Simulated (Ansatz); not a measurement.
Mulliken charges of Cl₃GaH₃N, SMILES `[NH3+][Ga-]([Cl])([Cl])[Cl]` from B3LYP/def2-TZVPP in Ansatz (PBE0-D4/def2-TZVP geometry).

| atom | x (Å) | y (Å) | z (Å) | charge (e) |
| --- | --- | --- | --- | --- |
| N1 | -0.705 | -0.258 | 0.716 | -0.170 |
| Ga2 | 0.708 | 0.237 | -0.709 | 0.551 |
| Cl3 | 2.142 | -1.343 | -0.406 | -0.306 |
| Cl4 | -0.486 | 0.131 | -2.500 | -0.306 |
| Cl5 | 1.274 | 2.204 | -0.035 | -0.306 |
| H6 | -0.357 | -0.047 | 1.646 | 0.179 |
| H7 | -1.560 | 0.268 | 0.563 | 0.179 |
| H8 | -0.922 | -1.249 | 0.669 | 0.179 |

**Question.** By hand: the dipole of these point charges (1 e Å = 4.8032 D).

**Answer.** Σ q r = (-0.895, -0.313, 0.903) e Å, of length 1.309 e Å = 6.29 D.

**Question.** How does the dipole of the full density compare? (Estimate.)

**Answer.** The calculation gave: (-0.879, -0.308, 0.887) e Å, 6.18 D; the point charges give 1.02 times that, at 0° from its direction.

Point charges leave out the atoms' own dipoles, such as those of lone pairs, and Mulliken's split depends on the basis, so the close match here is no proof of good charges.

B3LYP here is the variant with VWN-RPA as its local correlation; programs differ in this.
